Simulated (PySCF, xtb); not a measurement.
C2H10O2Si2, SMILES OC[SiH](CO)[SiH3].

GFN2-xTB in xtb at its own geometry gives an orbital gap of 4.29 eV and a dipole moment of 0.40 D.

Geometry optimised at r2SCAN-D4/def2-SVP. This is a generated structure with no PubChem entry under its InChIKey; it may be hypothetical. The values are those of a single conformer.

### Question
What does PySCF with PBE/def2-TZVP give? (Estimate from the structure and the level; the computed values follow.)

### Answer
gap 4.83 eV (levels -5.80 and -0.96 eV), dipole 0.93 D.
